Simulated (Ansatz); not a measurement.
Ansatz (a first-principles code) input (PBE/6-31G* with LANL2DZ past Ar): The .json file joins the Basis Set Exchange's 6-31G* for atoms up to Ar and LANL2DZ past it.

Ansatz 0.2 input:
```yaml
crystal:
  periodic: [false, false, false]
  atoms:
    - {symbol: C, position_ang: [-2.47297600, -1.12623900, 0.29709300]}
    - {symbol: C, position_ang: [-1.21975200, -1.59167800, 0.28987100]}
    - {symbol: B, position_ang: [0.05890900, -0.75236600, 0.10070900]}
    - {symbol: Br, position_ang: [-0.09202800, 1.17535400, -0.15732900]}
    - {symbol: C, position_ang: [1.45447800, -1.40617900, 0.11141200]}
    - {symbol: C, position_ang: [2.62167100, -0.77284700, -0.04288800]}
    - {symbol: H, position_ang: [-2.68128300, -0.07118700, 0.16304900]}
    - {symbol: H, position_ang: [-3.32928300, -1.77652900, 0.43597500]}
    - {symbol: H, position_ang: [-1.08579500, -2.66318900, 0.43043900]}
    - {symbol: H, position_ang: [1.48885700, -2.48459700, 0.25862500]}
    - {symbol: H, position_ang: [3.57000900, -1.29795600, -0.02443500]}
    - {symbol: H, position_ang: [2.66340300, 0.29954900, -0.19361700]}
basis:
  gaussian:
    orbitals: 6-31Gs+LANL2DZ.json
hamiltonian:
  xc: {name: PBE}
total_charge: 1
magnetization: {spin_polarized: true, initial_magnetization: 1}
```

Output:

```
Functional definition: PBE
integrals: 0.04 GiB planned
1206 factors; their error is unknown
mean field: 0.34 GiB planned
mean field evaluation 1: about -5239.4188 eV, gradient 6.4e1 eV
mean field evaluation 2: about -5198.3308 eV, gradient 1.0e2 eV
mean field evaluation 4: about -5258.8794 eV, gradient 2.4e1 eV
mean field evaluation 8: about -5263.3914 eV, gradient 6.5e0 eV
mean field evaluation 16: about -5263.8927 eV, gradient 3.0e-1 eV
mean field evaluation 32: about -5263.4824 eV, gradient 6.4e-3 eV
mean field evaluation 64: about -5262.5441 eV, gradient 4.1e-2 eV
mean field evaluation 96: about -5262.6710 eV, gradient 2.6e0 eV
mean field evaluation 128: about -5263.7232 eV, gradient 6.8e-1 eV
mean field -5263.81567235 eV, -193.4416580165 hartree, gradient 1.7e-5 eV, S^2 0.753473; 14 other end points of the search recorded, 0 dependent functions left out
reference -5263.81569949 eV, -193.4416590138 hartree; 21, 20 occupied and 74, 75 virtual orbitals, 1206 factors
Total energy: -5263.81569949 eV, -193.4416590138 hartree
```

The dipole moment of an ion depends on the origin.

The geometry given is a B3LYP-D3(BJ)/def2-TZVP minimum of the species of charge 0 and multiplicity 1, not of this state.
